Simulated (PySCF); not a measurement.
Compound: C₄H₇N₃O₂Si.
Structure used (GFN2-xTB), in Å, numbered top down from 1:
```xyz
17
C4H7N3O2Si angstrom
C      3.2334    1.3016   -0.0434
O      1.8696    0.9429    0.1164
C      1.5528   -0.3061   -0.2307
O      2.3446   -1.1115   -0.6577
C      0.1265   -0.5939   -0.0348
C     -0.5514   -1.8070   -0.2961
N     -1.8157   -1.6365    0.0175
N     -1.9086   -0.3860    0.4483
Si    -3.4196    0.3519    1.0002
N     -0.7709    0.2668    0.4311
H      3.3136    2.3361    0.2796
H      3.8700    0.6564    0.5661
H      3.5326    1.1993   -1.0888
H     -0.1649   -2.7278   -0.6781
H     -3.6436    1.5032    0.1309
H     -3.1887    0.7469    2.3865
H     -4.3866   -0.7244    0.8363
```

Computed at PBE0/pcSseg-1 (PySCF, non-relativistic), with Q(17O) = −0.0256 b, Q(14N) = 0.02044 b: O2, 17O (I = 5/2): χzz = -10.45 MHz, η = 0.366; O4, 17O (I = 5/2): χzz = 9.641 MHz, η = 0.123; N7, 14N (I = 1): χzz = -5.375 MHz, η = 0.285; N8, 14N (I = 1): χzz = 3.091 MHz, η = 0.596; N10, 14N (I = 1): χzz = -5.312 MHz, η = 0.200.

Q: Where would the pure quadrupole (NQR) lines of 17O at O2 fall for the rigid, isolated species?

A: From the eigenvalues of H = χ/[4I(2I − 1)] × [3Iz² − I(I + 1) + η(Ix² − Iy²)], steps between neighbouring levels, labelled as for η = 0: ±1/2↔±3/2 1.780 MHz, ±3/2↔±5/2 3.057 MHz (ester single-bonded oxygen).

Q: Where would the pure quadrupole (NQR) lines of 17O at O4 fall for the rigid, isolated species?

A: From the eigenvalues of H = χ/[4I(2I − 1)] × [3Iz² − I(I + 1) + η(Ix² − Iy²)], steps between neighbouring levels, labelled as for η = 0: ±1/2↔±3/2 1.470 MHz, ±3/2↔±5/2 2.883 MHz (ester carbonyl oxygen).

Q: Where would the pure quadrupole (NQR) lines of 14N at N7 fall for the rigid, isolated species?

A: From ν± = (3/4)|χ|(1 ± η/3) and ν0 = |χ|η/2: ν+ 4.414 MHz, ν− 3.649 MHz, ν0 0.765 MHz (pyridine-type nitrogen).

Q: Find the zero-field quadrupole resonance frequencies of 14N at N8.

A: From ν± = (3/4)|χ|(1 ± η/3) and ν0 = |χ|η/2: ν+ 2.779 MHz, ν− 1.857 MHz, ν0 0.921 MHz (pyrrole-type nitrogen).

Q: Find the zero-field quadrupole resonance frequencies of 14N at N10.

A: From ν± = (3/4)|χ|(1 ± η/3) and ν0 = |χ|η/2: ν+ 4.250 MHz, ν− 3.719 MHz, ν0 0.531 MHz (pyridine-type nitrogen).

In a crystal, neighbours and librations shift these lines. GFN2-xTB frequencies show an imaginary mode (24i cm⁻¹), so this geometry is no minimum at that level. GFN2-xTB bond lengths can be off by several hundredths of an ångström, more for odd bonds, and the gradients follow them. A larger basis could move these couplings by a tenth or more.

One conformer stands for the species.
